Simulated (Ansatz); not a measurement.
This geometry of H5InO2SSi (10 atoms, charge 0, multiplicity 1) is a first-order saddle point.

All numbers below come from Ansatz 0.2.0, RKS CAM-B3LYP/def2-SVP.

```xyz
10
Properties=species:S:1:pos:R:3
O -1.560 1.925 1.813
In -0.039 1.077 0.880
S 2.255 1.636 1.265
O -0.640 -0.286 -0.431
Si -0.118 -1.381 -1.544
H -2.410 1.565 1.524
H 2.375 0.671 2.203
H -0.963 -1.305 -2.769
H -0.202 -2.768 -1.001
H 1.302 -1.132 -1.941
```

Which two structures does it join? (They come from a converged band through this point; their orientation in space is the band's.)

No bond is made or broken. The dihedral O4–In2–S3–H7 goes from 0 to -180°.

Image 0:

```xyz
10
Properties=species:S:1:pos:R:3
O -1.810 2.158 1.604
In -0.247 1.249 0.809
S 1.989 2.026 0.974
O -0.684 -0.426 -0.170
Si 0.048 -1.628 -1.018
H -2.634 1.685 1.427
H 2.461 0.984 0.255
H -0.473 -1.686 -2.413
H -0.180 -2.951 -0.371
H 1.530 -1.410 -1.095
```

Image 8:

```xyz
10
Properties=species:S:1:pos:R:3
O -1.617 2.210 1.120
In -0.130 0.952 0.775
S 1.920 1.055 1.967
O -0.492 -0.384 -0.643
Si 0.149 -1.681 -1.427
H -2.382 2.041 0.554
H 1.500 2.105 2.706
H -0.565 -1.886 -2.718
H 0.017 -2.927 -0.614
H 1.601 -1.485 -1.721
```

How far does it lie above each of them?

0.130 eV above the first and 0.139 eV above the second. This is the barrier of this one path; another mechanism may lie lower.

Time of the run: 6.5 min on 2 threads of Arm Neoverse V2, on a shared host, peak memory 0.37 GiB.
